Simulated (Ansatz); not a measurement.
`B[Si](C)(N)O` + `CBS` → `BSBC` + `C[SiH](N)O`  (cleavage of the B–Si bond)

Calculated with Ansatz (gas phase, PBE0-D4/def2-TZVP geometries, no zero-point term in ΔE). CCSD(T)/CBS adds triple-zeta CCSD(T) − MP2 to the extrapolated MP2 energy (def2 sets, frozen cores). DFT in def2-TZVPP. One conformer a species, not always the lowest.

`B[Si](C)(N)O`:

Z-matrix (Å, degrees):
```
Si
C 1 1.869
N 1 1.719 2 105.3
B 1 2.004 2 117.5 3 -116.0
O 1 1.660 2 109.6 3 125.0
H 2 1.095 1 111.5 3 -59.9
H 2 1.093 1 111.1 3 60.4
H 2 1.093 1 110.7 3 -179.7
H 3 1.006 1 122.4 2 -178.2
H 3 1.006 1 123.3 2 20.0
H 4 1.199 1 119.8 2 176.5
H 4 1.198 1 123.7 2 0.4
H 5 0.959 1 117.8 2 -44.1
```

`CBS`:

Cartesian coordinates in Å:
```
C 0.714 -0.335 0.769
B -0.257 0.379 -0.219
S -1.122 -0.575 -1.451
H 0.398 -0.140 1.800
H 1.713 0.108 0.684
H 0.803 -1.415 0.633
H -0.443 1.558 -0.177
H -1.807 0.420 -2.039
```

`BSBC`:

Z-matrix (Å, degrees):
```
C
B 1 1.552
H 1 1.097 2 109.5
H 1 1.097 2 109.0 3 -114.1
H 1 1.091 2 115.5 3 123.3
S 2 1.815 1 120.6 3 -124.7
H 2 1.195 1 122.0 3 55.5
B 6 1.789 2 103.7 1 -179.7
H 8 1.191 6 120.3 2 -0.0
H 8 1.192 6 117.2 2 179.9
```

`C[SiH](N)O`:

```xyz
11

C     1.147   -0.883    0.192
Si   -0.547   -0.111    0.240
N    -0.685    0.870   -1.161
O    -0.811    0.800    1.589
H     1.325   -1.461    1.101
H     1.248   -1.562   -0.660
H     1.929   -0.123    0.116
H    -1.594   -1.160    0.359
H    -1.563    1.280   -1.434
H    -0.094    0.705   -1.959
H    -0.355    1.644    1.616
```

| species | BHLYP energy (Eh) |
| --- | --- |
| `B[Si](C)(N)O` | -487.28471 |
| `CBS` | -464.18064 |
| `BSBC` | -489.62886 |
| `C[SiH](N)O` | -461.87610 |

(1) Work out ΔE.

Largest T1 diagnostic among the species: 0.013.

Results:

(1) ΔE = (-489.62886) + (-461.87610) − (-487.28471) − (-464.18064) = -0.03961 Eh = -1.08 eV. CCSD(T)/CBS gives -1.07 eV.

From BLYP to BHLYP (50 % exact exchange), in def2-TZVPP and without D4, ΔE moves by −0.06 eV. Leaving LDA and LC-ωPBE aside and taking each functional with its dispersion term where it has one, the values, not all of them listed here, spread over 0.11 eV, from PBE-QIDH to revPBE-D4. LDA lies −0.03 eV from PBE without D4.
